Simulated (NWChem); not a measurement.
All runs are NWChem calculations. System: C2H2F, charge 0, spin multiplicity 2, at a geometry optimised with UB3LYP/def2-SVP. The structure started from a generated list of species. Its SCF solution wasn't tested for a lower state. Level: UPBE/def2-TZVPD.

The NWChem input:

```
start mol
memory heap 200 mb stack 900 mb global 1100 mb
geometry units angstroms nocenter noautoz
  C     -0.883982    -0.911918     0.000000
  C      0.293996    -0.332614     0.000000
  F      0.471383     1.004750     0.000000
  H     -1.949547    -0.700952     0.000000
  H      1.247014    -0.874606     0.000000
  symmetry group Cs
end
basis spherical
  * library def2-tzvpd
end
dft
  xc xpbe96 cpbe96
  odft
  mult 2
  semidirect memsize 60000000 filesize 0
  iterations 100
end
task dft energy
```

Part of the output:

```
             Northwest Computational Chemistry Package (NWChem) 7.3.0
             --------------------------------------------------------

                                NWChem Input Module
                                -------------------

 Scaling coordinates for geometry "geometry" by  1.889725989
 (inverse scale =  0.529177249)

 Turning off AUTOSYM since
 SYMMETRY directive was detected!

                             Geometry "geometry" -> ""
                             -------------------------

 Output coordinates in angstroms (scale by  1.889725989 to convert to a.u.)

  No.       Tag          Charge          X              Y              Z
 ---- ---------------- ---------- -------------- -------------- --------------
    1 C                    6.0000    -0.88398200    -0.91191800     0.00000000
    2 C                    6.0000     0.29399600    -0.33261400     0.00000000
    3 F                    9.0000     0.47138300     1.00475000     0.00000000
    4 H                    1.0000    -1.94954700    -0.70095200     0.00000000
    5 H                    1.0000     1.24701400    -0.87460600     0.00000000

 Effective nuclear repulsion energy (a.u.)      60.6878445719

            Nuclear Dipole moment (a.u.)
            ----------------------------
        X                 Y               Z
 ---------------- ---------------- ----------------
    -0.0000037795     0.0000000000     0.0000000000

      Symmetry information
      --------------------

 Group name             Cs
 Group number              2
 Group order               2
 No. of unique centers     5

      Symmetry unique atoms

     1    2    3    4    5


 Summary of "ao basis" -> "" (spherical)
 ------------------------------------------------------------------------------
       Tag                 Description            Shells   Functions and Types
 ---------------- ------------------------------  ------  ---------------------
 *                         def2-tzvpd                 on all atoms

  pbe96 is a nonlocal functional; adding pw91lda local functional.

                                 NWChem DFT Module
                                 -----------------

 Summary of "ao basis" -> "ao basis" (spherical)
 ------------------------------------------------------------------------------
       Tag                 Description            Shells   Functions and Types
 ---------------- ------------------------------  ------  ---------------------
 C                         def2-tzvpd               13       37   6s3p3d1f
 F                         def2-tzvpd               14       40   6s4p3d1f
 H                         def2-tzvpd                5        9   3s2p

 Summary of "ao basis" -> "ao basis" (spherical)
 ------------------------------------------------------------------------------
       Tag                 Description            Shells   Functions and Types
 ---------------- ------------------------------  ------  ---------------------
 C                         def2-tzvpd               13       37   6s3p3d1f
 F                         def2-tzvpd               14       40   6s4p3d1f
 H                         def2-tzvpd                5        9   3s2p

      Symmetry analysis of basis
      --------------------------

        a'         91
        a"         41

            General Information
            -------------------
          SCF calculation type: DFT
          Wavefunction type:  spin polarized.
          No. of atoms     :     5
          No. of electrons :    23
           Alpha electrons :    12
            Beta electrons :    11
          Charge           :     0
          Spin multiplicity:     2
          Use of symmetry is: on ; symmetry adaption is: on
          Maximum number of iterations: 100
          AO basis - number of functions:   132
                     number of shells:    50
          Convergence on energy requested:  1.00D-06
          Convergence on density requested:  1.00D-05
          Convergence on gradient requested:  5.00D-04

              XC Information
              --------------
          PerdewBurkeErnzerhof Exchange Functional  1.000
            Perdew 1991 LDA Correlation Functional  1.000 local
           PerdewBurkeErnz. Correlation Functional  1.000 non-local

             Grid Information
             ----------------
          Grid used for XC integration:  medium
          Radial quadrature: Mura-Knowles
          Angular quadrature: Lebedev.
          Tag              B.-S. Rad. Rad. Pts. Rad. Cut. Ang. Pts.
          ---              ---------- --------- --------- ---------
          C                   0.70       49          11.0       434
          F                   0.50       49          11.0       434
          H                   0.35       45          11.0       434
          Grid pruning is: on
          Number of quadrature shells:   237
          Spatial weights used:  Erf1

          Convergence Information
          -----------------------
          Convergence aids based upon iterative change in
          total energy or number of iterations.
          Levelshifting, if invoked, occurs when the
          HOMO/LUMO gap drops below (HL_TOL):  1.00D-02
          DIIS, if invoked, will attempt to extrapolate
          using up to (NFOCK): 10 stored Fock matrices.

                    Damping( 0%)  Levelshifting(0.5)       DIIS
                  --------------- ------------------- ---------------
          dE  on:    start            ASAP                start
          dE off:    2 iters        100 iters           100 iters

      Screening Tolerance Information
[...]
  ----- ------------  ---------------      ----- ------------  ---------------
    46      0.354286  2 C  pz                49      0.351225  2 C  pz
    12     -0.296724  1 C  pz                 9     -0.290090  1 C  pz
    52      0.220589  2 C  pz                15     -0.150205  1 C  pz
   123     -0.148884  4 H  pz                83     -0.145360  3 F  pz
    66     -0.124283  2 C  d  1              86     -0.117468  3 F  pz

 Vector   14  Occ=0.000000D+00  E= 4.144322D-03  Symmetry=a'
              MO Center=  3.8D-01, -4.7D-01,  9.7D-14, r^2= 9.5D+00
   Bfn.  Coefficient  Atom+Function         Bfn.  Coefficient  Atom+Function
  ----- ------------  ---------------      ----- ------------  ---------------
     5      2.967529  1 C  s                 43      2.143484  2 C  s
   126     -1.775383  5 H  s                 80     -1.722247  3 F  s
    42     -1.483392  2 C  s                 50      1.382827  2 C  px
     6      1.281434  1 C  s                117     -1.178986  4 H  s
    13      0.926162  1 C  px                51      0.888874  2 C  py

 Vector   15  Occ=0.000000D+00  E= 1.381981D-02  Symmetry=a'
              MO Center= -1.4D+00, -6.8D-01,  1.6D-12, r^2= 8.8D+00
   Bfn.  Coefficient  Atom+Function         Bfn.  Coefficient  Atom+Function
  ----- ------------  ---------------      ----- ------------  ---------------
   117      4.879721  4 H  s                  6     -3.369045  1 C  s
    43      2.579092  2 C  s                126     -2.306387  5 H  s
     5     -2.228724  1 C  s                 42      1.853504  2 C  s
    50      1.756493  2 C  px                13      1.716785  1 C  px
    80     -1.317740  3 F  s                 30     -0.947535  1 C  d  2

                     DFT Final Beta Molecular Orbital Analysis
                     -----------------------------------------

 Vector    9  Occ=1.000000D+00  E=-4.127747D-01  Symmetry=a"
              MO Center=  4.1D-01,  7.2D-01,  4.3D-17, r^2= 8.8D-01
   Bfn.  Coefficient  Atom+Function         Bfn.  Coefficient  Atom+Function
  ----- ------------  ---------------      ----- ------------  ---------------
    83      0.442745  3 F  pz                86      0.356175  3 F  pz
    89      0.214981  3 F  pz                46      0.182063  2 C  pz
    49      0.153067  2 C  pz                 9      0.063778  1 C  pz
    12      0.050779  1 C  pz                52      0.036606  2 C  pz

 Vector   10  Occ=1.000000D+00  E=-3.330366D-01  Symmetry=a'
              MO Center=  4.2D-01,  3.8D-01,  1.1D-15, r^2= 1.6D+00
   Bfn.  Coefficient  Atom+Function         Bfn.  Coefficient  Atom+Function
  ----- ------------  ---------------      ----- ------------  ---------------
    81      0.415215  3 F  px                84      0.332759  3 F  px
     5     -0.236922  1 C  s                 87      0.227016  3 F  px
    50     -0.220608  2 C  px                44     -0.185406  2 C  px
   125     -0.178185  5 H  s                  7      0.138580  1 C  px
    47     -0.116077  2 C  px               124     -0.116477  5 H  s

 Vector   11  Occ=1.000000D+00  E=-2.421014D-01  Symmetry=a"
              MO Center= -2.3D-01, -4.1D-01, -6.7D-15, r^2= 1.7D+00
   Bfn.  Coefficient  Atom+Function         Bfn.  Coefficient  Atom+Function
  ----- ------------  ---------------      ----- ------------  ---------------
     9      0.295412  1 C  pz                46      0.278875  2 C  pz
    12      0.250886  1 C  pz                49      0.242946  2 C  pz
    83     -0.235668  3 F  pz                86     -0.189796  3 F  pz
    52      0.144003  2 C  pz                89     -0.137754  3 F  pz
    15      0.119485  1 C  pz                64     -0.033596  2 C  d -1

 Vector   12  Occ=0.000000D+00  E=-1.483961D-01  Symmetry=a'
              MO Center= -6.8D-01, -9.6D-01,  2.8D-16, r^2= 1.9D+00
   Bfn.  Coefficient  Atom+Function         Bfn.  Coefficient  Atom+Function
  ----- ------------  ---------------      ----- ------------  ---------------
     8      0.361770  1 C  py                13     -0.360649  1 C  px
     4     -0.288524  1 C  s                117     -0.281985  4 H  s
    11      0.272973  1 C  py                42      0.259664  2 C  s
   126      0.241771  5 H  s                 14      0.220810  1 C  py
    41      0.216195  2 C  s                 50     -0.215858  2 C  px

 Vector   13  Occ=0.000000D+00  E=-3.049358D-02  Symmetry=a"
              MO Center= -3.8D-01, -6.1D-01,  1.3D-12, r^2= 2.5D+00
   Bfn.  Coefficient  Atom+Function         Bfn.  Coefficient  Atom+Function
  ----- ------------  ---------------      ----- ------------  ---------------
    49      0.338421  2 C  pz                46      0.335111  2 C  pz
     9     -0.301819  1 C  pz                12     -0.301844  1 C  pz
    52      0.179962  2 C  pz               123     -0.159479  4 H  pz
    15     -0.142898  1 C  pz                66     -0.135038  2 C  d  1
    83     -0.132387  3 F  pz                89     -0.112466  3 F  pz

 Vector   14  Occ=0.000000D+00  E= 8.873465D-03  Symmetry=a'
              MO Center=  8.1D-01, -3.6D-01, -3.8D-14, r^2= 8.8D+00
   Bfn.  Coefficient  Atom+Function         Bfn.  Coefficient  Atom+Function
  ----- ------------  ---------------      ----- ------------  ---------------
     5      3.167846  1 C  s                 43      2.691583  2 C  s
   126     -2.187586  5 H  s                 80     -1.917795  3 F  s
    50      1.740714  2 C  px                42     -1.591174  2 C  s
    13      1.259904  1 C  px                51      0.908858  2 C  py
     6      0.661725  1 C  s                117     -0.624488  4 H  s

   alpha - beta orbital overlaps
   -----------------------------

   alpha      1      2      3      4      5      6      7      8      9     10
    beta      1      2      3      4      5      6      7      8      9     10
 overlap   1.000  1.000  1.000  1.000  0.995  0.994  0.999  0.996  1.000  1.000

   alpha     11     12     13     14     15     16     17     18     19     20
    beta     11     12     13     14     15     16     19     17     18     20
 overlap   0.997  0.988  0.997  0.987  0.984  0.990  0.817  0.999  0.840  0.957

   alpha     21     22     23     24     25     26     27     28     29     30
    beta     21     22     23     24     25     26     28     27     29     30
 overlap   0.982  0.996  0.999  0.996  0.881  0.875  0.994  0.991  0.995  0.998

   alpha     31     32     33     34     35     36     37     38     39     40
    beta     31     32     33     34     35     36     37     38     39     40
 overlap   0.978  0.991  0.974  0.991  0.997  0.997  0.936  0.954  0.999  0.924

   alpha     41     42     43     44     45     46     47     48     49     50
    beta     41     42     43     44     45     47     46     48     49     50
 overlap   0.911  0.997  0.999  0.984  0.989  0.998  1.000  0.990  1.000  0.886

   alpha     51     52     53     54     55     56     57     58     59     60
    beta     51     52     53     54     55     56     57     58     59     60
 overlap   0.968  0.905  0.992  0.992  0.981  0.999  0.980  0.987  0.998  0.995

   alpha     61     62     63     64     65     66     67     68     69     70
    beta     61     62     63     64     65     66     67     68     69     70
 overlap   0.990  0.990  0.982  1.000  0.999  0.992  0.998  0.996  0.999  0.985

   alpha     71     72     73     74     75     76     77     78     79     80
    beta     72     71     74     73     75     76     77     78     79     80
 overlap   0.951  0.999  0.801  0.999  0.857  0.995  0.999  0.994  0.999  1.000

   alpha     81     82     83     84     85     86     87     88     89     90
    beta     81     82     83     84     85     86     88     87     89     90
 overlap   0.999  1.000  0.999  0.994  0.997  0.845  0.847  0.965  0.968  0.992

   alpha     91     92     93     94     95     96     97     98     99    100
    beta     91     92     93     94     96     95     97     98     99    100
 overlap   0.962  0.963  0.989  0.990  0.960  0.988  0.922  0.920  0.945  0.987

   alpha    101    102    103    104    105    106    107    108    109    110
    beta    101    102    103    105    104    106    107    108    109    110
 overlap   0.968  0.984  0.966  0.995  0.974  0.998  0.998  0.999  0.995  0.997

   alpha    111    112    113    114    115    116    117    118    119    120
    beta    111    112    113    114    115    116    117    118    119    120
 overlap   0.996  0.998  1.000  0.999  0.999  0.999  1.000  1.000  1.000  1.000

   alpha    121    122    123    124    125    126    127    128    129    130
    beta    121    122    123    124    125    126    127    128    129    130
 overlap   1.000  1.000  1.000  1.000  1.000  1.000  1.000  1.000  1.000  1.000

   alpha    131    132
    beta    131    132
 overlap   1.000  1.000

     --------------------------
     Expectation value of S2:
     --------------------------
      <S2> =      0.7578 (Exact =     0.7500)

 center of mass
 --------------
 x =   0.04901932 y =   0.10773834 z =   0.00000000

 moments of inertia (a.u.)
 ------------------
         112.866399900496         -63.241852047248           0.000000000000
         -63.241852047248          71.432615299907           0.000000000000
           0.000000000000           0.000000000000         184.299015200403

     Multipole analysis of the density
     ---------------------------------

     L   x y z        total         alpha         beta         nuclear
     -   - - -        -----         -----         ----         -------
     0   0 0 0     -0.000000    -12.000000    -11.000000     23.000000

     1   1 0 0     -0.093956      0.724968     -0.818920     -0.000004
     1   0 1 0     -0.288496      0.888554     -1.177050      0.000000
     1   0 0 1     -0.000000     -0.000000     -0.000000      0.000000

     2   2 0 0    -10.419910    -29.445575    -25.836694     44.862359
     2   1 1 0     -0.660335    -17.733545    -14.311028     31.384238
     2   1 0 1      0.000000      0.000000      0.000000      0.000000
     2   0 2 0    -14.093334    -39.044516    -32.169175     57.120357
     2   0 1 1     -0.000000     -0.000000     -0.000000      0.000000
     2   0 0 2    -13.722428     -7.225401     -6.497026      0.000000

 Task  times  cpu:        8.2s     wall:        8.2s

 Total times  cpu:        8.3s     wall:        8.3s
```
